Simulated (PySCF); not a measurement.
**Dipole response of I²⁺ (iodine, charge +2)**

[Kr] 4d10 5s2 5p3, high-spin 4S determinant. Calculation: PySCF 2.14, in aug-cc-pVTZ-PP with one added diffuse shell each of d, f type with ECP28MDF (6s5p5d3f, 67 functions); a scalar-relativistic core potential. Coupled (time-dependent) response in atomic units; α is the mean over directions.

```json
{"method": "UHF", "mean α (bohr³)": "14.05", "C₆ (like pair)": "94.78", "S(−4)": "39.45"}
{"method": "PBE", "mean α (bohr³)": "13.78", "C₆ (like pair)": "92.51", "S(−4)": "37.06"}
{"method": "PBE0", "mean α (bohr³)": "13.74", "C₆ (like pair)": "92.18", "S(−4)": "36.66"}
{"method": "TPSS", "mean α (bohr³)": "13.83", "C₆ (like pair)": "93.64", "S(−4)": "36.83"}
{"method": "PW91", "mean α (bohr³)": "13.76", "C₆ (like pair)": "92.27", "S(−4)": "37.06"}
```

S(−4) is the Cauchy moment in α(ω) = α(0) + S(−4) ω² + …

α(iu) at TPSS:

| u (hartree) | α(iu) (bohr³) |
| --- | --- |
| 0 | 13.83 |
| 0.0500 | 13.74 |
| 0.100 | 13.47 |
| 0.200 | 12.51 |
| 0.300 | 11.20 |
| 0.500 | 8.477 |
| 0.750 | 5.876 |
| 1.00 | 4.211 |
| 1.50 | 2.457 |
| 2.00 | 1.630 |
| 3.00 | 0.8891 |
| 5.00 | 0.3899 |

A single London oscillator, α(iu) = α/(1 + u²/ω²), gives C₆ = (3/4) ω α². Matching the computed C₆ needs ω = 4 × 93.64 / (3 × 13.83²) = 0.653 hartree.

For an ion, C₆ is the dispersion term alone; charge-induced terms of lower order in 1/R come first.

Energies and moments cover only the electrons outside the core potential.
